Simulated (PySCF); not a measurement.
Structure with atom numbers: `[CH3:1][CH:2]([CH3:3])/[CH:4]=[CH:5]/[C:6]#[N:7]` (H(Xn): hydrogen on atom n).

Geometry: GFN2-xTB; GIAO shifts from PySCF 2.14.0 with density-fitted response routines, gas phase, non-relativistic, averaged over equivalent atoms.

At BLYP/pcSseg-0 (81 basis functions, 16 s wall time on 1 thread of an Arm Neoverse V1, shared host):
| atoms | δ (ppm) |
| --- | --- |
| C4 | 170.4 |
| C6 | 126.6 |
| C5 | 105.7 |
| C2 | 42.7 |
| C1/C3 | 26.9 |
| N7 | 316.5 |
| H(C4) | 6.36 |
| H(C5) | 5.34 |
| H(C2) | 2.30 |
| H(C1)/H(C3) | 1.31 |

Shifts are taken against calculated references (same method and geometry level): $^{13}$C (186.56 ppm), $^{1}$H (33.24 ppm) against TMS; $^{15}$N (263.10 ppm) against NH3.

**Question.** Estimate the result of repeating the calculation with OPBE/def2-SVPD.

**Answer.** 
| atoms | δ at OPBE/def2-SVPD | change |
| --- | --- | --- |
| C4 | 155.3 | -15.1 |
| C6 | 107.5 | -19.1 |
| C5 | 92.6 | -13.1 |
| C2 | 37.8 | -4.9 |
| C1/C3 | 21.4 | -5.5 |
| N7 | 276.5 | -40.0 |
| H(C4) | 6.76 | +0.40 |
| H(C5) | 5.53 | +0.19 |
| H(C2) | 2.47 | +0.17 |
| H(C1)/H(C3) | 1.07 | -0.24 |

Scale: $^{13}$C (σ = 193.92 ppm) and $^{1}$H (σ = 31.84 ppm) vs TMS; NH3 for $^{15}$N (σ = 268.40 ppm) (reference shieldings calculated alike).

The largest change is at N7 (nitrile nitrogen). Cost: 212 basis functions, 43 s wall time on 1 thread of an Arm Neoverse V1, shared host. The order of the carbon signals is the same at both levels.

Experimental scales use liquid or dissolved standards, which lie at an offset from isolated NH3 (liquid NH3: subtract about 20 ppm). Unscaled 15N shifts of sp2 nitrogen come out 20 to 40 ppm too high even then.
